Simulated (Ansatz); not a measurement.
GeC₂⁺. Total charge 1; doublet. Geometry r2SCAN-D4/def2-TZVP, basis def2-TZVP, Ansatz.

Cartesian coordinates in Å:
```
Ge -0.597 1.527 -0.181
C 0.072 -0.193 0.027
C 0.526 -1.334 0.154
```

```csv
run,HOMO (eV),LUMO (eV)
A,-14.06,-11.18
B,-14.89,-10.59
C,-14.45,-10.67
D,-13.86,-12.11
E,-13.78,-11.94
F,-16.17,-9.65
```

Another isomer (doublet) lies 0.02 eV lower at PBE-D4/def2-TZVP.

HOMO and LUMO are taken over both spins.

Task: The runs used CAM-B3LYP, PBE, PBE0, r2SCAN, r2SCANh, revPBE. Estimate which is which.

Result: A r2SCAN (0 % exact exchange); B PBE0 (25 % exact exchange); C r2SCANh (10 % exact exchange); D PBE (0 % exact exchange); E revPBE (0 % exact exchange); F CAM-B3LYP (range-separated). Exact exchange lowers occupied and raises empty levels; among semilocal functionals meta-GGAs tend to open the gap a little, and such runs are hard to tell apart. The gap grows from 1.75 eV (PBE) to 6.52 eV (CAM-B3LYP). At r2SCAN-D4/def2-TZVP, r2SCANh-D4/def2-TZVP the charge 1 doublet is spin-contaminated (final ⟨S²⟩ up to 0.85, 0.75 for a pure state).
